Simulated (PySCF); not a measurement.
Here is a computed PBE0-D3(BJ)/def2-TZVP geometry (Å):
```
atom  x, y, z in Å
C1     2.6654    0.3265   -0.0301
O2     1.7098   -0.5890   -0.5031
C3     0.4071   -0.3335   -0.2354
C4    -0.5125   -1.2443   -0.7527
C5    -1.8655   -1.0748   -0.5346
C6    -2.2960    0.0127    0.2048
F7    -3.6108    0.1803    0.4169
C8    -1.4064    0.9242    0.7261
C9    -0.0442    0.7523    0.5065
H10    2.6682    0.3758    1.0646
H11    2.4941    1.3306   -0.4338
H12    3.6323   -0.0368   -0.3734
H13   -0.1429   -2.0843   -1.3278
H14   -2.5902   -1.7747   -0.9315
H15   -1.7749    1.7643    1.3014
H16    0.6491    1.4716    0.9204
```

Neutral, closed shell.

Question: Which heavy atoms are bonded, and with what formal order?

Answer: C1–O2 1.41 Å (single); O2–C3 1.35 Å (single); C3–C4 1.39 Å (aromatic); C4–C5 1.38 Å (aromatic); C5–C6 1.38 Å (aromatic); C6–F7 1.34 Å (single); C6–C8 1.38 Å (aromatic); C8–C9 1.39 Å (aromatic); C3–C9 1.39 Å (aromatic). Bonds to hydrogen (Å): C1–H10 1.10; C1–H11 1.10; C1–H12 1.09; C4–H13 1.08; C5–H14 1.08; C8–H15 1.08; C9–H16 1.08.

Question: Write the SMILES.

Answer: `COc1ccc(F)cc1`, C7H7FO. Among its features: benzene ring, ether and C–F bond.

Question: What is the point group of this geometry?

Answer: Cs (every atom within 0.08 Å of its image).

Question: Which rings does it hold (smallest set)?

Answer: C3–C4–C5–C6–C8–C9 (6 members, 0.00 Å rms from planarity).

Question: Describe the place of each heavy atom.

Answer: C1: methoxy carbon; O2: aryl ether oxygen; C3: aromatic carbon bearing oxygen; C4/C9: aromatic CH carbon; C5/C8: aromatic CH carbon; C6: aromatic C–F carbon; F7: aryl fluorine.

Question: What is the arrangement about C1?

Answer: It has 4 neighbours (O2, H10, H11, H12) and is tetrahedral (angles from 106.3° to 111.5°).

Question: What is the arrangement about C5?

Answer: It has 3 neighbours (C4, C6, H14) and is planar (angles 121.2°, 119.7° and 119.1°, sum 360.0°, 0.00 Å off the plane of its three neighbours).
